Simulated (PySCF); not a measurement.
Gas-phase thermal properties of SiH3Br

Computed with PySCF (xtb for GFN2) and rigid-rotor harmonic-oscillator thermochemistry at 1 bar. 'Table' is the NASA 1993 thermochemical table (part measured, part estimated). 6-31G* has spherical d functions here. All species are closed-shell singlets. B3LYP is the form with VWN-RPA correlation. Br: all electrons, no relativistic terms. The harmonic model lacks anharmonicity and excited electronic states, which grow with temperature; levels with a mode under 35 cm⁻¹ are left out. The table's entry may be an old estimate for SiH3Br (not checked at source).

```json
[
 {"level": "table", "point group": "-", "σ": "-", "ZPE (kJ/mol)": "-", "S°298 (J/mol/K)": "262.5", "Cp298 (J/mol/K)": "52.9", "S°1000 (J/mol/K)": "349.2", "H1000 − H298 (kJ/mol)": "52.9"},
 {"level": "B3LYP/6-31G*", "point group": "C3v", "σ": "3", "ZPE (kJ/mol)": "68.0", "S°298 (J/mol/K)": "262.9", "Cp298 (J/mol/K)": "52.9", "S°1000 (J/mol/K)": "349.2", "H1000 − H298 (kJ/mol)": "52.6"},
 {"level": "GFN2-xTB", "point group": "C3v", "σ": "3", "ZPE (kJ/mol)": "65.5", "S°298 (J/mol/K)": "264.7", "Cp298 (J/mol/K)": "57.1", "S°1000 (J/mol/K)": "354.4", "H1000 − H298 (kJ/mol)": "54.3"},
 {"level": "HF/6-31G*", "point group": "C3v", "σ": "3", "ZPE (kJ/mol)": "73.1", "S°298 (J/mol/K)": "261.2", "Cp298 (J/mol/K)": "50.4", "S°1000 (J/mol/K)": "344.7", "H1000 − H298 (kJ/mol)": "51.0"},
 {"level": "PBE/def2-SVP", "point group": "C3v", "σ": "3", "ZPE (kJ/mol)": "65.2", "S°298 (J/mol/K)": "263.6", "Cp298 (J/mol/K)": "54.1", "S°1000 (J/mol/K)": "351.5", "H1000 − H298 (kJ/mol)": "53.5"},
 {"level": "PBE0/def2-TZVP", "point group": "C3v", "σ": "3", "ZPE (kJ/mol)": "67.3", "S°298 (J/mol/K)": "262.7", "Cp298 (J/mol/K)": "53.1", "S°1000 (J/mol/K)": "349.3", "H1000 − H298 (kJ/mol)": "52.8"}
]
```
σ: rotational symmetry number. Electronic degeneracy used: 1. Frequencies are unscaled.
